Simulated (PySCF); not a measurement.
Gas-phase reaction: 2 WOF4 + W2O6 = 4 WO2F2

Energies from PySCF, thermal terms from the rigid-rotor harmonic-oscillator model, ideal gas at 1 bar. † marks an energy on the PBE0/def2-TZVP geometry and frequencies; other levels use their own. MP2 freezes the core. All species are closed-shell singlets. B3LYP is the form with VWN-RPA correlation. W: scalar-relativistic def2 core potential, no spin-orbit coupling. W2O6, WO2F2: computed as isolated molecules; such fragments, hydroxides, amides, oligomers or adducts are transient or little studied in the gas. MP2 isn't extrapolated to the basis-set limit.

| level | ΔH°(298 K), kJ |
|---|---|
| B3LYP/def2-TZVP† | -29 |
| MP2/def2-SVP† | -44 |
| MP2/def2-TZVPP† | [?] |
| PBE/def2-TZVP† | -24 |
| PBE0/def2-TZVP | [?] |

Q: Complete the blanks.

A: 
- MP2/def2-TZVPP†, ΔH°(298 K), kJ: -28
- PBE0/def2-TZVP, ΔH°(298 K), kJ: -7
